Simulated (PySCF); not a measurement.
SMILES [CH2]OCCOCCOC (C₆H₁₃O₃), doublet, GFN2-xTB optimised geometry.

```
22

C     -1.56     3.62     0.00
O     -2.22     2.60     0.61
C     -1.53     1.38     0.71
C     -1.46     0.68    -0.67
O     -0.60    -0.44    -0.68
C     -1.13    -1.60    -0.08
C     -0.09    -2.70    -0.16
O      0.78    -2.59     0.95
C      1.85    -3.50     0.89
H     -2.12     4.54     0.00
H     -0.49     3.62     0.00
H     -0.50     1.54     1.07
H     -2.08     0.78     1.43
H     -2.47     0.40    -0.99
H     -1.04     1.38    -1.39
H     -2.05    -1.90    -0.60
H     -1.37    -1.43     0.98
H      0.47    -2.59    -1.10
H     -0.58    -3.69    -0.15
H      2.47    -3.33     0.01
H      2.44    -3.33     1.79
H      1.49    -4.54     0.88
```

Density from PySCF with unrestricted B3LYP/def2-SVP at that geometry.

Minimum of the electron density along straight lines between bonded atoms, close to the bond critical point (lines longer than 1.1 times the sum of covalent radii, or with two minima, are not listed):

```tsv
bond	length / Å	ρ at the minimum / e bohr⁻³	∇²ρ there / e bohr⁻⁵	position (fraction from the first atom)
C1–O2	1.363	0.276	-0.06	0.33
O2–C3	1.402	0.259	-0.35	0.66
C3–C4	1.544	0.247	-0.59	0.50
C4–O5	1.402	0.264	-0.45	0.34
O5–C6	1.411	0.260	-0.48	0.65
C6–C7	1.524	0.256	-0.63	0.50
C7–O8	1.407	0.264	-0.49	0.35
O8–C9	1.403	0.264	-0.46	0.66
C1–H10	1.072	0.290	-1.14	0.64
C1–H11	1.077	0.285	-1.09	0.64
C3–H12	1.099	0.280	-1.05	0.64
C3–H13	1.093	0.285	-1.09	0.63
C4–H14	1.100	0.278	-1.03	0.63
C4–H15	1.094	0.284	-1.09	0.64
C6–H16	1.101	0.278	-1.02	0.63
C6–H17	1.097	0.281	-1.06	0.63
C7–H18	1.099	0.279	-1.04	0.63
C7–H19	1.102	0.277	-1.02	0.63
C9–H20	1.097	0.279	-1.04	0.63
C9–H21	1.088	0.285	-1.11	0.64
C9–H22	1.098	0.278	-1.03	0.63
```
